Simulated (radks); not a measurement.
Values are calculated unless marked as measured or tabulated.
Q: The silicon ion Si+, 13 electrons, occupied as [Ne] 3s2 3p1. Level of theory: Dirac Kohn-Sham, PBE, spin-unpolarised, spherical densities, finite nucleus; open shells fill j = l - 1/2 first; Fermi nuclear charge, rms radius 3.1224 fm (a radial shooting solver on a logarithmic mesh with Libxc functionals).

Spin-orbit splittings of the eigenvalues, e(l+1/2) - e(l-1/2), with zeta = 2 splitting/(2l+1) and mean radii in bohr:

| shell | occ. | splitting (eV) | zeta (eV) | <r> j=l-1/2 | <r> j=l+1/2 |
|---|---|---|---|---|---|
| 2p | 6 | 0.6480 | 0.4320 | 0.5357 | 0.5379 |
| 3p | 1 | ? | ? | 2.454 | 2.461 |

Estimate the 3p splitting.

A: 0.04114 eV (zeta = 0.02743 eV).
